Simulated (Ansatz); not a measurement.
`[SiH3]C([SiH3])I` + `CO[SiH](N)O` → `CO[Si](N)(O)[SiH3]` + `[SiH3]CI`  (formal exchange of groups at the Si–C bond)

Gas-phase electronic energies from Ansatz, PBE0-D4/def2-TZVP geometries. CCSD(T)/CBS is the MP2 limit (def2-TZVPP, def2-QZVPP) plus CCSD(T) − MP2 in def2-TZVPP, frozen cores. DFT in def2-TZVPP. B3LYP here is the variant with VWN-RPA as its local correlation; programs differ in this. def2 core potentials past Kr. For I outer-core shells are correlated without core-valence functions, which leaves a few kJ/mol of doubt a bond. One conformer a species, not always the lowest.

| level | ΔE (kJ/mol) |
| --- | --- |
| PBE-D4 | -3.5 |
| B3LYP-D4 | 6.2 |
| ωB97X-V | 8.1 |
| ωB97M-V | 15.2 |
| B2PLYP | 11.3 |
| PBE | -4.9 |
| MP2/def2-TZVPP | 23.9 |
| SCS-MP2/def2-QZVPP | 23.1 |

Question: What does CCSD(T)/CBS give? (Best estimate.)

Answer: Ansatz gave: +15.7 kJ/mol. The listed levels differ from it by -19.2, -9.5, -7.6, -0.5, -4.4, -20.6, 8.2, 7.4 kJ/mol.

Largest T1 diagnostic among the species: 0.012.

From PBE to PBE0 (25 % exact exchange), in def2-TZVPP and without D4, ΔE moves by +5.8 kJ/mol.
